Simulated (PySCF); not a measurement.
germylsilane (GeH6Si), SMILES [SiH3][GeH3].

Geometry optimised at PBE0-D3(BJ)/def2-TZVP.

Method: PySCF with TDA-LC-ωPBE/def2-SVPD.

Vertical excitations; the highest root listed may be one member of a degenerate set. Gas-phase values at a fixed geometry. State labels are in the subgroup Cs.

Computed lowest excited states:
```tsv
state	symmetry	energy (eV)	λ (nm)	f	main pairs
S1	A"	7.93	156	0.031	HOMO→LUMO+2 (degenerate set)
S2	A'	7.93	156	0.031	HOMO→LUMO+3 (degenerate set)
S3	A'	8.05	154	0.173	HOMO→LUMO 84 %
S4	A'	8.48	146	0.652	HOMO→LUMO+1 82 %
S5	A'	8.72	142	0.000	HOMO→LUMO+5 (degenerate set)
S6	A"	8.72	142	0.000	HOMO→LUMO+4 (degenerate set)
S7	A"	9.11	136	0.102	HOMO−2→LUMO (degenerate set)
S8	A'	9.11	136	0.102	HOMO−1→LUMO (degenerate set)
S9	A"	9.11	136	0.000	HOMO−1→LUMO+2 41 %, HOMO−2→LUMO+3 41 %, HOMO−3→LUMO+4 6 %, HOMO−4→LUMO+5 6 %
S10	A"	9.34	133	0.015	HOMO−2→LUMO+1 45 %, HOMO−1→LUMO+2 14 %, HOMO−2→LUMO+3 14 %, HOMO−2→LUMO+7 11 %
T1	A"	6.86	181	0	HOMO→LUMO+2 (degenerate set)
T2	A'	6.86	181	0	HOMO→LUMO+3 (degenerate set)
T3	A'	7.01	177	0	HOMO→LUMO 55 %, HOMO→LUMO+1 18 %, HOMO→LUMO+12 11 %
T4	A'	7.71	161	0	HOMO→LUMO+1 58 %, HOMO→LUMO 22 %
```
Triplets are in the Tamm–Dancoff approximation.
